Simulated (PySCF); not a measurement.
C$_{5}$H$_{12}$Cd, singlet, at a GFN2-xTB geometry (such geometries of metal compounds can be far from the true shape) (core potentials on Cd); DF-B3LYP/def2-TZVP (PySCF).

The PySCF input:
```python
from pyscf import gto, scf, dft

mol = gto.Mole()
mol.atom = '''
    Cd   -0.17897458    0.76604702    0.29853552
    C    -0.69703309    2.46518319   -1.05611857
    H    -1.06070638    3.37106987   -0.57878895
    H    -1.46788820    2.09916886   -1.73915895
    H     0.19196774    2.71470408   -1.63961989
    C     0.35741368   -1.38318354    0.01308874
    C    -0.87522815   -2.03438159   -0.62072517
    C     1.48666130   -1.35427432   -1.02119030
    C     0.79934790   -2.20045504    1.22699153
    H    -0.64521658   -3.04633532   -0.97336235
    H    -1.22415780   -1.45362785   -1.48400123
    H    -1.69283891   -2.11267424    0.10094991
    H     1.19960492   -0.75765512   -1.89661247
    H     2.39981606   -0.92950189   -0.59347157
    H     1.72310579   -2.36525346   -1.37200400
    H     1.68652371   -1.76781852    1.69112051
    H     0.00828147   -2.25346843    1.97550001
    H     1.04531796   -3.22619745    0.92746640
'''
mol.basis = 'def2-tzvp'
mol.ecp = {'Cd': 'def2-tzvp'}
mol.verbose = 4
mol.max_memory = 1800
mol.build()

mf = dft.RKS(mol)
mf.xc = 'b3lyp'
mf = mf.density_fit(auxbasis='def2-universal-jkfit')
mf.kernel()
```

The log (banner, timings and long lists left out):

```
PySCF version 2.14.0

[INPUT] verbose = 4
[INPUT] num. atoms = 18
[INPUT] num. electrons = 62
[INPUT] charge = 0
[INPUT] spin (= nelec alpha-beta = 2S) = 0
[INPUT] symmetry False subgroup None
[INPUT] Mole.unit = angstrom
[INPUT] Symbol           X                Y                Z      unit          X                Y                Z       unit  Magmom
[...]
nuclear repulsion = 325.593839773652
number of shells = 117
number of NR pGTOs = 391
number of NR cGTOs = 267
basis = def2-tzvp
ecp = {'Cd': 'def2-tzvp'}

******** <class 'pyscf.df.df_jk.DFRKS'> ********
method = DFRKS
initial guess = minao
damping factor = 0
level_shift factor = 0
DIIS = <class 'pyscf.scf.diis.CDIIS'>
diis_start_cycle = 1
diis_space = 8
diis_damp = 0
SCF conv_tol = 1e-09
SCF conv_tol_grad = None
SCF max_cycles = 50
direct_scf = False
XC library pyscf.dft.libxc version 7.1.2
    S. Lehtola, C. Steigemann, M. J. T. Oliveira, and M. A. L. Marques,  SoftwareX 7, 1–5 (2018)
XC functionals = b3lyp
    P. J. Stephens, F. J. Devlin, C. F. Chabalowski, and M. J. Frisch,  J. Phys. Chem. 98, 11623 (1994)
radial grids:
    Treutler-Ahlrichs [JCP 102, 346 (1995); DOI:10.1063/1.469408] (M4) radial grids

becke partition: Becke, JCP 88, 2547 (1988); DOI:10.1063/1.454033
pruning grids: <function nwchem_prune>
grids dens level: 3
symmetrized grids: False
atomic radii adjust function: <function treutler_atomic_radii_adjust>
small_rho_cutoff = 0
Set gradient conv threshold to 3.16228e-05
Initial guess from minao.
tot grids = 210680
******** <class 'pyscf.df.df.DF'> ********
auxbasis = def2-universal-jkfit
init E= -353.383330784375
[...]
cycle= 1 E= -363.473747385401  delta_E= -10.1  |g|= 3.66  |ddm|= 8.17

WARN: HOMO 0.103401863972516 == LUMO 0.104040767840569

cycle= 2 E= -325.259767427608  delta_E= 38.2  |g|= 7.72  |ddm|=  170
[...]
cycle= 3 E= -357.595231086312  delta_E= -32.3  |g|= 4.41  |ddm|=  170
[...]
cycle= 4 E= -364.538869751996  delta_E= -6.94  |g|= 2.12  |ddm|= 5.31
[...]
cycle= 5 E= -365.288817553793  delta_E= -0.75  |g|= 1.23  |ddm|= 4.21
[...]
cycle= 6 E= -365.560369664351  delta_E= -0.272  |g|= 0.507  |ddm|= 1.37
[...]
cycle= 7 E= -365.60449779958  delta_E= -0.0441  |g|= 0.239  |ddm|= 0.573
[...]
cycle= 8 E= -365.618593043156  delta_E= -0.0141  |g|= 0.0806  |ddm|= 0.284
[...]
cycle= 9 E= -365.620098847884  delta_E= -0.00151  |g|= 0.0233  |ddm|= 0.085
[...]
cycle= 10 E= -365.620195171686  delta_E= -9.63e-05  |g|= 0.00693  |ddm|= 0.0256
[...]
cycle= 11 E= -365.620206651488  delta_E= -1.15e-05  |g|= 0.0015  |ddm|= 0.00817
[...]
cycle= 12 E= -365.620207108937  delta_E= -4.57e-07  |g|= 0.000503  |ddm|= 0.00135
[...]
cycle= 13 E= -365.620207167421  delta_E= -5.85e-08  |g|= 8.56e-05  |ddm|= 0.000583
[...]
cycle= 14 E= -365.620207169306  delta_E= -1.89e-09  |g|= 2.96e-05  |ddm|= 0.000135
[...]
cycle= 15 E= -365.620207169493  delta_E= -1.87e-10  |g|= 1.2e-05  |ddm|= 3.72e-05
[...]
Extra cycle  E= -365.62020716946  delta_E= 3.29e-11  |g|= 1.66e-05  |ddm|= 2.66e-05
converged SCF energy = -365.62020716946
```
